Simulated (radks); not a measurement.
Q: The mean radii <r> (bohr) of the occupied orbitals of an atom or ion are listed with their occupations. All-electron calculation, non-relativistic Kohn-Sham, revPBE, spin-polarised, spherical densities, point nucleus. Program: a radial shooting solver on a logarithmic mesh with Libxc functionals.

orbital  occ.     <r>
1s          2  0.1039
2s          2  0.5199
2p          6  0.4834
3s          2   1.677

Name the element and its charge. Open shells, if any, are filled with parallel spins first.

A: Z = 15, phosphorus, charge +3: P3+ in [Ne] 3s2. The 1s radius gives Z: for a bare nucleus <r> = 1.5/Z, 0.1 bohr for Z = 15, and screening makes it slightly larger (0.1039 here). The occupations add up to 12, and the charge is Z minus that.
